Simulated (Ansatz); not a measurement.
Frontier orbitals of C₂H₆Cl₂GaN, SMILES `C[N](C)[Ga]([Cl])[Cl]`.

```xyz
12

C    -1.037   -0.134   -0.993
N     0.000    0.000    0.000
C     0.016   -1.051    0.986
Ga    1.173    1.362    0.007
Cl    2.674    1.488    1.509
Cl    1.082    2.875   -1.485
H    -2.033   -0.132   -0.529
H    -0.933   -1.075   -1.550
H    -0.998    0.688   -1.709
H     0.820   -0.896    1.708
H     0.167   -2.033    0.518
H    -0.932   -1.091    1.539
```

The species carries charge 0 and has multiplicity 1. Correlated methods include outer-core shells of Ga, which these sets cover unevenly. Scalar relativity is left out up to krypton. All single points use the PBE0-D4/def2-TZVP geometry. It is one conformer, not always the lowest. Basis def2-TZVPP, Ansatz 0.2.0.

```csv
functional,HOMO (eV),LUMO (eV)
LC-ωPBE,-9.57,1.39
```

(1) Give HOMO and LUMO (eV) with LDA (SPW92), PBE, revPBE, BLYP, r2SCAN, B97M-V, PBE0, B3LYP, r2SCANh, r2SCAN0, HSE06 (plane-wave form), BHLYP, CAM-B3LYP, ωB97X-V, ωB97M-V, HF. (Estimate.)

Results:

(1) The calculation gave: 
| functional | HOMO | LUMO |
| --- | --- | --- |
| LDA (SPW92) | -5.77 | -2.20 |
| PBE | -5.62 | -1.90 |
| revPBE | -5.56 | -1.77 |
| BLYP | -5.51 | -1.85 |
| r2SCAN | -5.85 | -1.62 |
| B97M-V | -5.95 | -1.71 |
| PBE0 | -6.87 | -0.94 |
| B3LYP | -6.67 | -1.26 |
| r2SCANh | -6.32 | -1.28 |
| r2SCAN0 | -7.04 | -0.78 |
| HSE06 (plane-wave form) | -6.47 | -1.31 |
| BHLYP | -8.07 | -0.01 |
| CAM-B3LYP | -8.24 | 0.06 |
| ωB97X-V | -9.23 | 1.19 |
| ωB97M-V | -9.14 | 0.98 |
| HF | -9.98 | 2.33 |

B3LYP here is the variant with VWN-RPA as its local correlation; programs differ in this. LC-ωPBE has ω = 0.4 bohr⁻¹. Positive LUMOs are unbound and depend on the basis.
